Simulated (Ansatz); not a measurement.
Cost and result for the atomization energy of `ClC1BCC1` (11 atoms, 11 bonds).

| atom | x (Å) | y (Å) | z (Å) |
| --- | --- | --- | --- |
| Cl1 | -1.273 | -1.729 | -0.321 |
| C2 | -0.345 | -0.307 | -1.015 |
| B3 | -1.077 | 0.477 | 0.137 |
| C4 | 0.262 | 0.438 | 0.998 |
| C5 | 0.964 | -0.183 | -0.244 |
| H6 | -0.421 | -0.349 | -2.096 |
| H7 | -2.164 | 0.957 | 0.226 |
| H8 | 0.266 | -0.173 | 1.901 |
| H9 | 0.647 | 1.425 | 1.269 |
| H10 | 1.604 | 0.547 | -0.750 |
| H11 | 1.538 | -1.101 | -0.103 |

Total charge 0; spin multiplicity 1. The structure was optimised at the PBE0-D4/def2-TZVP level. Program: Ansatz. All runs use 4 threads of an Arm Neoverse V2 on a shared host. Times are those of one run each, without the atoms' runs, and a repeat can differ threefold. Electronic energies, without spin–orbit coupling; frozen cores. CCSD(T)/CBS adds CCSD(T) − MP2 in def2-TZVPP to the MP2 limit, and its time is that of the two runs behind it. T1 = 0.011. B3LYP takes the VWN-RPA correlation (the form of Gaussian; ORCA's B3LYP/G).

CCSD(T)/CBS is a level of theory with its own doubt, some kJ/mol a heavy atom from the limit and from the frozen cores, so smaller differences don't rank the functionals.

| level | functions | wall time |
| --- | --- | --- |
| PBE-D4/def2-TZVPP (with forces) | 250 | 2 s |
| PBE0-D4/def2-TZVPP | 250 | 2.2 s |
| B3LYP-D4/def2-TZVPP (with forces) | 250 | 3.7 s |
| r2SCAN-D4/def2-TZVPP (with forces) | 250 | 4.2 s |
| B2PLYP/def2-TZVPP | 250 | 4.2 s |
| ωB97X-V/def2-TZVPP | 250 | 5.5 s |
| ωB97M-V/def2-TZVPP (with forces) | 250 | 8.5 s |
| MP2/def2-QZVPP | 478 | 18 s |
| CCSD(T)/def2-TZVPP | 250 | 96 s |
| CCSD(T)/CBS(def2) | – | 110 s |

What atomization energy does each give, and how far from CCSD(T)/CBS? (Estimate.)

The calculation gave: 
```csv
level,atomization (kJ/mol),difference from CCSD(T)/CBS,per bond
PBE-D4/def2-TZVPP (with forces),4358.2,132.6,12.1
PBE0-D4/def2-TZVPP,4300.8,75.2,6.8
B3LYP-D4/def2-TZVPP (with forces),4234.2,8.6,0.8
r2SCAN-D4/def2-TZVPP (with forces),4271.6,46.0,4.2
B2PLYP/def2-TZVPP,4194.4,-31.2,-2.8
ωB97X-V/def2-TZVPP,4251.6,26.0,2.4
ωB97M-V/def2-TZVPP (with forces),4265.0,39.4,3.6
MP2/def2-QZVPP,4270.2,44.6,4.1
CCSD(T)/def2-TZVPP,4130.7,-94.9,-8.6
CCSD(T)/CBS(def2),4225.6,0.0,0.0
```

The D4 term adds +38.6 kJ/mol with B3LYP and +19.9 kJ/mol with PBE0; it sums over pairs of atoms, weighted by their polarisabilities, and B3LYP, whose exchange is more repulsive, gets the larger term. From PBE to PBE0 (25 % exact exchange), in def2-TZVPP and without D4, the atomization energy moves by −53.5 kJ/mol: exact exchange takes away binding that semilocal exchange gives to molecules. In def2-TZVPP, CCSD(T) changes the Hartree–Fock value by +961.2 kJ/mol (the triples alone add +65.2 kJ/mol) and MP2 by +1045.3 kJ/mol; breaking electron pairs costs correlation energy, which Hartree–Fock lacks.
